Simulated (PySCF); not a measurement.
A GIAO shielding run with PySCF 2.14.0 with density-fitted response routines (density fitting, non-relativistic, gas phase) on SMILES [SiH3]O[SiH2]C[C@H]1C[SiH2]1, C₃H₁₂OSi₃:

```
$ OMP_NUM_THREADS=1 python probes_run.py task.json out

{"job": {"kind": "nmr", "xc": "PBE0", "basis": "pcSseg-1"}, "charge": 0, "multiplicity": 1}
Si    -3.896025    -0.371500     0.474939
O     -2.428354     0.291127     0.363997
Si    -0.991080     0.882685    -0.102069
C      0.294558    -0.518121    -0.051239
C      1.670511    -0.033213    -0.445071
C      2.431980     0.816341     0.580178
Si     3.254198    -0.833251     0.205536
H     -4.144327    -0.526438     1.906481
H     -4.837344     0.551093    -0.157269
H     -3.866328    -1.659573    -0.219045
H     -1.145963     1.397337    -1.465526
H     -0.706975     1.950853     0.855352
H     -0.015895    -1.324998    -0.721678
H      0.336753    -0.951311     0.950935
H      1.684984     0.376521    -1.450731
H      2.855500     1.742029     0.215507
H      1.925940     0.959893     1.525031
H      3.127101    -1.894906     1.187854
H      4.440964    -0.845316    -0.630316
```

Hardware: 1 thread of an Intel Xeon, shared host. The job also computes population analyses, field gradients, ring-centre shieldings.

(1) How large is the calculation?

(2) How long does it take, and how much memory does it need?

Answers

(1) 80 electrons, 200 basis functions and 1109 auxiliary functions.

(2) 79 s of wall time, with 13 SCF cycles and 4 response iterations; peak memory 0.84 GiB. Times on a shared host scatter by some tens of per cent.
